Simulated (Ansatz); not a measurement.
```xyz
10

O     1.3626    1.7568    0.5713
Si   -0.1423    1.1243    0.4849
F    -0.9169    1.7071   -0.7966
Si   -0.1497   -1.2021    0.1266
O     0.2054   -1.5376   -1.4405
Cl   -2.0358   -1.8681    0.6319
H     2.0159    1.5038   -0.0829
H    -0.8436    1.5974    1.6971
H     0.8280   -1.9755    0.9237
H    -0.3235   -1.1061   -2.1154
```

Total charge 0; spin multiplicity 1.

(1) List the B3LYP/def2-TZVPP orbital energies in eV (Ansatz). (Estimate.)

Results:

(1) Computed: Occupied: -2762.54, -1800.46, -1800.45, -671.65, -521.22, -521.22, -257.30, -196.31, -196.19, -196.18, -144.85, -144.81, -100.22, -100.18, -100.16, -100.14, -100.12, -100.09, -32.59, -28.12, -28.09, -22.68, -16.37, -15.82, -14.29, -13.34, -12.64, -12.35, -11.61, -11.28, -10.71, -10.66, -10.10, -9.96, -9.28, -9.13, -7.75. Lowest empty: -1.02, -0.73, 0.92, 0.95, 1.10, 1.81, 2.21, 2.49.

B3LYP here is the variant with VWN-RPA as its local correlation; programs differ in this.
